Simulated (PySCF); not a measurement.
Magnetic susceptibility: `InChI=1S/C6H5NO2/c1-2-3-6(8)9-5-4-7/h1H,3,5H2`

Geometry:
| atom | x (Å) | y (Å) | z (Å) |
| --- | --- | --- | --- |
| C1 | -2.180 | 0.345 | 2.560 |
| C2 | -1.981 | 0.054 | 1.417 |
| C3 | -1.708 | -0.275 | 0.032 |
| C4 | -0.377 | 0.328 | -0.371 |
| O5 | -0.226 | 1.223 | -1.155 |
| O6 | 0.623 | -0.271 | 0.291 |
| C7 | 1.947 | 0.202 | 0.051 |
| C8 | 2.756 | -0.846 | -0.538 |
| N9 | 3.382 | -1.681 | -1.000 |
| H10 | -2.378 | 0.586 | 3.562 |
| H11 | -1.657 | -1.361 | -0.078 |
| H12 | -2.489 | 0.131 | -0.613 |
| H13 | 2.381 | 0.501 | 1.011 |
| H14 | 1.908 | 1.063 | -0.632 |

Computed, not measured: GIAO CAM-B3LYP/pcSseg-1 magnetisability, rotational g tensor and spin-rotation constants, non-relativistic, gas phase (PySCF). Geometry: GFN2-xTB.

(1) How diamagnetic is it, and how anisotropic?

(2) Split it along the inertial axes a, b, c into diamagnetic and paramagnetic parts about the centre of mass, with the quadrupole moment.

(3) And the rotational g tensor?

Answers

(1) Isotropic -1167 × 10⁻³⁰ J/T², or -70.3 × 10⁻⁶ cm³/mol; principal values -1363, -1126, -1011 × 10⁻³⁰ J/T², anisotropy 311 × 10⁻³⁰ J/T² (root of half the summed squared differences of the principal values). The susceptibility is in cgs units.

(2) 
| axis | χ (10⁻⁶ cm³/mol) | diamagnetic (10⁻⁶ cm³/mol) | paramagnetic (10⁻⁶ cm³/mol) | summed x² of all electrons (Å²) | quadrupole Θ (D Å) |
| --- | --- | --- | --- | --- | --- |
| a | -75.7 | -424.9 | 349.2 | 304.4 | -9.90 |
| b | -62.2 | -1438.8 | 1376.6 | 65.4 | -0.62 |
| c | -73.0 | -1568.9 | 1495.9 | 34.7 | +10.52 |

Anisotropies 2χaa − χbb − χcc = -16.1 and 2χbb − χaa − χcc = +24.2 × 10⁻⁶ cm³/mol. Θ is traceless in Buckingham's convention.

(3) 
```csv
axis,rotational constant (GHz),g,nuclear part,electronic part
a,3.5985,-0.0258,0.5646,-0.5904
b,0.8463,-0.0136,0.5337,-0.5473
c,0.7677,-0.0108,0.5287,-0.5395
```
Asymmetric top; isotopes 12C, 1H, 14N, 16O; no vibrational averaging.
